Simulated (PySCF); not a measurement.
# Spin-rotation constants: SMILES CC[C@H]1C=COC1=O, C₆H₈O₂

Cartesian coordinates in Å; atom numbers follow the order of the lines, from 1:
```xyz
16

C    -2.1646    0.2982   -0.3166
C    -0.9542   -0.3141    0.3739
C     0.3484    0.4194    0.0034
C     1.5493   -0.0829    0.7404
C     2.4146   -0.5572   -0.1456
O     1.9826   -0.4361   -1.4433
C     0.7586    0.1542   -1.4408
O     0.1554    0.3909   -2.4455
H    -2.3211    1.3208    0.0201
H    -2.0187    0.3085   -1.3932
H    -3.0569   -0.2806   -0.0908
H    -0.8597   -1.3660    0.0952
H    -1.0763   -0.2650    1.4585
H     0.1946    1.4938    0.1465
H     1.6582   -0.0676    1.8056
H     3.3821   -1.0071   -0.0265
```

Theory: GIAO revPBE/def2-SVP magnetisability, rotational g tensor and spin-rotation constants, non-relativistic, gas phase (PySCF). Geometry: GFN2-xTB.

**Question.** Give the nuclear spin-rotation constants along the inertial axes (H = +C I·J) beside the isotropic shieldings.

**Answer.** Rotational constants 3.5506, 1.8877, 1.3225 GHz. A star marks the isotopologue with that one atom substituted, in its own axes.
| atom | isotope | Caa (kHz) | Cbb (kHz) | Ccc (kHz) | mean (kHz) | σ (ppm) |
| --- | --- | --- | --- | --- | --- | --- |
| H9 | 1H | -0.328 | -0.227 | 0.006 | -0.183 | 31.2 |
| H10 | 1H | -0.315 | 0.033 | -0.138 | -0.140 | 29.5 |
| H11 | 1H | -0.110 | -0.208 | -0.084 | -0.134 | 31.0 |
| H12 | 1H | -0.370 | -0.224 | 0.031 | -0.188 | 30.5 |
| H13 | 1H | -0.365 | 0.040 | -0.144 | -0.156 | 30.0 |
| H14 | 1H | -0.333 | -0.222 | 0.036 | -0.173 | 29.2 |
| H15 | 1H | -0.400 | 0.185 | -0.162 | -0.126 | 26.6 |
| H16 | 1H | 0.275 | -0.173 | -0.136 | -0.012 | 25.3 |
| C1 | 13C* | 0.437 | 0.251 | 0.148 | 0.278 | 180.0 |
| C2 | 13C* | 0.524 | 0.291 | 0.203 | 0.339 | 161.1 |
| C3 | 13C* | 0.670 | 0.332 | 0.209 | 0.404 | 146.6 |
| C4 | 13C* | 0.957 | 0.715 | 0.212 | 0.628 | 83.6 |
| C5 | 13C* | 1.212 | 0.716 | 0.280 | 0.736 | 55.1 |
| O6 | 17O* | -0.867 | -0.741 | -0.209 | -0.606 | 71.0 |
| C7 | 13C* | 1.651 | 0.596 | 0.394 | 0.880 | 23.6 |
| O8 | 17O* | -1.811 | -0.969 | -0.128 | -0.969 | -61.9 |

For the geometry as given, no vibrational averaging.
